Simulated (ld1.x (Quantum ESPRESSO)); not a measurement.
Mo: variants of one TM potential

Base potential:

| Property | Result |
| --- | --- |
| Element | molybdenum |
| Generator | ld1.x (Quantum ESPRESSO) 7.5 |
| Type | norm-conserving Troullier–Martins (Kleinman–Bylander form) |
| Functional | Wu–Cohen |
| Relativity | scalar-relativistic |
| Frozen core | [Ar] 3d10 |
| Valence charge | 14 |
| Reference configuration | 4s2 4p6 4d5 5s1 5p0 |
| Partial waves | 4s (bound): rc 1.55 bohr; 4p (bound): rc 1.40 bohr; 4d (bound): rc 1.55 bohr |
| Local potential | the d channel |
| Core correction | none |

Occupied shells without a wave of their own: 5s. They enter only through the test configuration that unscreens the potential.

All-electron outer shells of the reference configuration (Wu–Cohen, scalar-relativistic, ld1.x):

```tsv
shell	level (eV)	outermost node (bohr)	outermost maximum (bohr)
3p	-379.16	0.17	0.38
3d	-221.03	–	0.32
4s	-64.33	0.51	0.99
4p	-38.46	0.52	1.06
5s	-4.12	1.34	2.93
4d	-3.76	0.53	1.38
5p	-0.99	1.54	4.00
```

Cutoffs, loose and tight: the cutoffs (Ry, on a coarse ladder) from which the occupation-weighted sum of valence levels, in a spherical-Bessel basis at the reference potential, stays within 10 and 1 mRy of its value at 400 Ry. They do not see the model core or the augmentation charge, which bear on the density cutoff. Test errors are all-electron minus pseudo excitation energies from the reference, over the configurations 4s2 4p6 4d5 5s0 5p0; 4s2 4p6 4d4 5s0 5p0; 4s2 4p6 4d3 5s0 5p0; 4s2 4p6 4d4 5s2 5p0; 4s2 4p6 4d5.5 5s0.5 5p0; 4s2 4p6 4d2 5s0 5p0; 4s2 4p6 4d6 5s0 5p0. A dash means not determined; rows that change the core or the reference have their own tests.

Cutoffs are not given where the Bessel-basis levels miss the radial ones by over 6 mRy, ghosts where they miss by over 20 mRy; a channel whose overlap is not positive is not tested.

On the changes marked as counting shells twice: ld1.x takes every shell without a wave as core, so the model core holds the marked electrons as well and exchange and correlation see them twice. This cancels in the reference configuration, but the file is broken for other ones, and its errors say nothing about a proper core correction.

```tsv
change	outcome	cutoff, loose	cutoff, tight	bound ghosts	largest test error (meV)
base	generated	70 Ry	110 Ry	none	-442
type RRKJ; local potential the p channel	generated	60 Ry	110 Ry	none	-235
all radii scaled by about 1.08 (s 1.68, p 1.50, d 1.68 bohr)	generated, misses its reference levels by 0.22 eV	55 Ry	100 Ry	none	-839
functional PBEsol	generated	70 Ry	110 Ry	none	-441
core correction a·sin(br)/r model core inside 0.74 bohr (5s counted twice)	generated	70 Ry	110 Ry	none	-1230
```

What comes out with this change to the base: wave 4s (bound): rc 1.55 bohr becomes 4s (bound): rc 1.14 bohr?

outcome: generated; cutoff, loose: 100 Ry; cutoff, tight: 180 Ry; bound ghosts: none; largest test error (meV): +98.

What comes out with this change to the base: fully relativistic?

outcome: generated; bound ghosts: none; largest test error (meV): -433.
